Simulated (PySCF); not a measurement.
Energy of Sc (scandium, neutral) between two integer charges

The 4s beta orbital of [Ar] 3d1 4s2 is emptied in steps (occupation f), with all orbitals relaxed, ending at [Ar] 3d1 4s1. Calculation: PySCF 2.14, in x2c-TZVPall; scalar relativity by spin-free X2C-1e. The exact energy is a straight line in f; departures are measured from the line between the end points of the same method.

```csv
f,UHF (eV),LDA (eV),PBE (eV)
1,0.000,0.000,0.000
0.75,0.035,-0.497,-0.498
0.5,0.044,-0.685,-0.689
0.25,0.030,-0.551,-0.563
0,0.000,0.000,0.000
```

Problem. For LDA, how does the orbital energy at f = 1 compare with the removal energy?

Solution. −ε = 4.103 eV against a total-energy difference of 6.695 eV. By Janak's theorem ε = ∂E/∂f, so the gap between them reflects the curvature. Along the path −ε is 5.319 (f = 0.75), 6.572 (f = 0.5), 7.922 (f = 0.25) eV.

```json
{"method": "UHF", "E(f=0) − E(f=1) (eV)": "5.394", "−ε at f=1 (eV)": "5.599", "−ε at f=0.5 (eV)": "5.381"}
{"method": "LDA", "E(f=0) − E(f=1) (eV)": "6.695", "−ε at f=1 (eV)": "4.103", "−ε at f=0.5 (eV)": "6.572"}
{"method": "PBE", "E(f=0) − E(f=1) (eV)": "6.545", "−ε at f=1 (eV)": "3.959", "−ε at f=0.5 (eV)": "6.411"}
```

Reference removal energy between the ground levels: 6.561 eV (measured; NIST Atomic Spectra Database, ionization energies). The calculation has no spin-orbit coupling. UHF lacks correlation.
